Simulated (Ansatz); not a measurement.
The first iterations of a band of a periodic cell of 15 atoms, W (host W, host structure bcc, one W atom removed).

Theory: DFT PBE-D3(BJ), scalar-relativistic, plane waves, PAW in Ansatz 0.2.0. Settings: PAW set soft_1, cutoff 420 eV, k mesh 3x3x3, gaussian smearing 0.05 eV, no spin polarisation.

```yaml
movable_images: 5
climbing_image: yes
spring: 5.0 eV/Å²
optimiser: quadratic models (default)
start_path: IDPP
force_threshold: 0.03 eV/Å
iteration_limit: 38
end_points: relaxed
```

Initial state:

```xyz
15
Lattice="6.3200 0.0000 0.0000 0.0000 6.3200 0.0000 0.0000 0.0000 6.3200" Properties=species:S:1:pos:R:3
W -0.020 0.015 -0.019
W 3.173 0.015 -0.020
W -0.020 3.142 -0.020
W -0.020 0.015 3.173
W 1.576 1.579 1.577
W 3.172 3.143 -0.019
W 3.172 0.015 3.173
W 4.736 1.579 1.577
W -0.020 3.143 3.173
W 1.576 4.739 1.577
W 1.576 1.579 4.737
W 3.173 3.142 3.173
W 4.736 4.739 1.577
W 1.576 4.739 4.737
W 4.736 4.739 4.737
```

Final state:

Only the atoms that move by more than 0.05 Å are listed.
```
W1 -1.563 1.563 -1.563
```

| iteration | highest image above the first end (eV) | largest band force component (eV/Å) |
| --- | --- | --- |
| 1 | 1.923 | 2.914 |
| 2 | 1.958 | 2.072 |

Q: Does the band converge within its limit, and where does its top end?

A: The run converged. It ended after 7 iterations with the highest image 1.518 eV above the first end. By the program's own check the climbing image is a first-order saddle point (lowest curvatures found: -2.04 and 8.20 eV/Å²). Limits of this set-up: coarse k mesh, a small cell, in which the defect meets its images, a typed lattice constant that wasn't relaxed here.

Time of the run: 20 min on 4 threads of Arm Neoverse V1, on a shared host, peak memory 2.9 GiB.
